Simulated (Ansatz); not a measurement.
`C[CH](F)[InH][F]` + H₂ → `F[CH2][InH][F]` + CH₄ at 400 K and 1 bar (hydrogenolysis of a C–C bond).

Computed with Ansatz on PBE0-D4/def2-TZVP structures; ΔE is electronic, products minus reactants. CCSD(T)/CBS is the MP2 limit (def2-TZVPP, def2-QZVPP) plus CCSD(T) − MP2 in def2-TZVPP, frozen cores. This one scheme is used for every species. Elements past krypton have def2 core potentials. For In outer-core shells are correlated without core-valence functions, which leaves a few kJ/mol of doubt a bond. One conformer a species, not always the lowest.

```json
{"species": "`C[CH](F)[InH][F]`", "CCSD(T)/CBS energy (Eh)": "-468.51677", "H − E (kJ/mol)": "204.0", "S (J/(mol·K))": "408.1"}
{"species": "H₂", "CCSD(T)/CBS energy (Eh)": "-1.17544", "H − E (kJ/mol)": "38.0", "S (J/(mol·K))": "139.0"}
{"species": "`F[CH2][InH][F]`", "CCSD(T)/CBS energy (Eh)": "-429.25055", "H − E (kJ/mol)": "123.9", "S (J/(mol·K))": "368.7"}
{"species": "CH₄", "CCSD(T)/CBS energy (Eh)": "-40.46206", "H − E (kJ/mol)": "131.3", "S (J/(mol·K))": "197.2"}
```

H − E and S are ideal-gas, rigid-rotor, harmonic terms from PBE0-D4/def2-TZVP, for one conformer and one mirror image of each species. For small species the MP2-based limit differs from directly extrapolated CCSD(T) by up to some mEh (0.8 for H₂); such offsets cancel only in part. 1 Eh = 2625.50 kJ/mol, R = 8.31446 J/(mol·K).

By hand: ΔE, ΔH, ΔS and ΔG.

ΔE = (-429.25055) + (-40.46206) − (-468.51677) − (-1.17544) = -0.02040 Eh = -53.6 kJ/mol. Δ(H − E) = 123.9 + 131.3 − 204.0 − 38.0 = 13.2, so ΔH = -40.4 kJ/mol. ΔS = 368.7 + 197.2 − 408.1 − 139.0 = 18.8 J/(mol·K). ΔG = -40.4 − 400 × (18.8)/1000 = -47.9 kJ/mol.

By hand: the equilibrium constant, and the temperature at which ΔG would vanish if ΔH and ΔS stayed fixed.

log₁₀ K = −ΔG/(RT ln 10) = 6.3. ΔH and −TΔS have one sign here, so there is no such temperature.

ΔH outweighs TΔS. A doubt of 5 kJ/mol in ΔE shifts log₁₀ K by 0.7 here. Other conformers and mirror images would add mixing entropy, several J/(mol·K) or more a flexible species. Modes under 60 cm⁻¹, often nearly free rotors, make the harmonic entropy too high. These are equilibria of isolated gas molecules and say nothing of rates. Largest T1 diagnostic: 0.015 (customary marks: 0.02 for closed shells, 0.045 for open ones).
